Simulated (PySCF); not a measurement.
I₂Sn, charge -1, doublet, at a GFN2-xTB geometry (such geometries of metal compounds can be far from the true shape) (a state made from the parent by changing its charge; the spin is typed, not shown lowest) (core potentials on I, Sn); PBE0/def2-SVP (PySCF).

The PySCF input:
```python
from pyscf import gto, scf, dft

mol = gto.M(
    atom='''
Sn   -0.00062870   -0.00460457    1.21175688
I     1.13463361   -1.92671362   -0.57832450
I    -1.13404050    1.93105755   -0.56484237
''',
    basis='def2-svp',
    ecp={'I': 'def2-svp', 'Sn': 'def2-svp'},
    charge=-1,
    spin=1,
    verbose=4,
)

mf = dft.UKS(mol)
mf.xc = 'pbe0'
mf.kernel()
```

**Question.** Predict the main parts of the log of this PySCF run.

**Answer.** 
```
PySCF version 2.14.0

[INPUT] verbose = 4
[INPUT] num. atoms = 3
[INPUT] num. electrons = 73
[INPUT] charge = -1
[INPUT] spin (= nelec alpha-beta = 2S) = 1
[INPUT] symmetry False subgroup None
[INPUT] Mole.unit = angstrom
[INPUT] Symbol           X                Y                Z      unit          X                Y                Z       unit  Magmom
[INPUT]  1 Sn    -0.000628700000  -0.004604570000   1.211756880000 AA   -0.001188070815  -0.008701376221   2.289888632757 Bohr   0.0
[INPUT]  2 I      1.134633610000  -1.926713620000  -0.578324500000 AA    2.144146774627  -3.640961062269  -1.092874916126 Bohr   0.0
[INPUT]  3 I     -1.134040500000   1.931057550000  -0.564842370000 AA   -2.143025959165   3.649169900274  -1.067397382850 Bohr   0.0

nuclear repulsion = 277.329161271093
number of shells = 30
number of NR pGTOs = 183
number of NR cGTOs = 78
basis = def2-svp
ecp = {'I': 'def2-svp', 'Sn': 'def2-svp'}

******** <class 'pyscf.dft.uks.UKS'> ********
method = UKS
initial guess = minao
damping factor = 0
level_shift factor = 0
DIIS = <class 'pyscf.scf.diis.CDIIS'>
diis_start_cycle = 1
diis_space = 8
diis_damp = 0
SCF conv_tol = 1e-09
SCF conv_tol_grad = None
SCF max_cycles = 50
direct_scf = True
direct_scf_tol = 1e-13
number electrons alpha = 37  beta = 36
XC library pyscf.dft.libxc version 7.1.2
    S. Lehtola, C. Steigemann, M. J. T. Oliveira, and M. A. L. Marques,  SoftwareX 7, 1–5 (2018)
XC functionals = pbe0
    C. Adamo and V. Barone,  J. Chem. Phys. 110, 6158 (1999)
    M. Ernzerhof and G. E. Scuseria,  J. Chem. Phys. 110, 5029 (1999)
radial grids:
    Treutler-Ahlrichs [JCP 102, 346 (1995); DOI:10.1063/1.469408] (M4) radial grids

becke partition: Becke, JCP 88, 2547 (1988); DOI:10.1063/1.454033
pruning grids: <function nwchem_prune>
grids dens level: 3
symmetrized grids: False
atomic radii adjust function: <function treutler_atomic_radii_adjust>
small_rho_cutoff = 0
Set gradient conv threshold to 3.16228e-05
tot grids = 65880
init E= -723.67811484255

cycle= 1 E= -806.373571691036  delta_E= -82.7  |g|=  3.1  |ddm|= 9.65
cycle= 2 E= -806.512598681742  delta_E= -0.139  |g|=  2.5  |ddm|= 8.57
cycle= 3 E= -809.553017213614  delta_E= -3.04  |g|= 0.601  |ddm|= 4.63
cycle= 4 E= -809.805091824369  delta_E= -0.252  |g|= 0.363  |ddm|= 1.93
cycle= 5 E= -809.908132658349  delta_E= -0.103  |g|= 0.0794  |ddm|= 0.692
cycle= 6 E= -809.91243116043  delta_E= -0.0043  |g|= 0.0257  |ddm|= 0.158
cycle= 7 E= -809.912944942844  delta_E= -0.000514  |g|= 0.00405  |ddm|= 0.0407
cycle= 8 E= -809.912958083993  delta_E= -1.31e-05  |g|= 0.000718  |ddm|= 0.00714
cycle= 9 E= -809.912958821712  delta_E= -7.38e-07  |g|= 0.000232  |ddm|= 0.00227
cycle= 10 E= -809.912958895448  delta_E= -7.37e-08  |g|= 6.92e-05  |ddm|= 0.000786
cycle= 11 E= -809.912958905274  delta_E= -9.83e-09  |g|= 2.1e-05  |ddm|= 0.000318
cycle= 12 E= -809.912958906632  delta_E= -1.36e-09  |g|= 5.31e-06  |ddm|= 0.000139
cycle= 13 E= -809.912958906725  delta_E= -9.28e-11  |g|= 1.78e-06  |ddm|= 3.75e-05
Extra cycle  E= -809.912958906731  delta_E= -5.46e-12  |g|= 1.42e-06  |ddm|= 7.7e-06
converged SCF energy = -809.912958906731  <S^2> = 0.75374006  2S+1 = 2.0037366
```
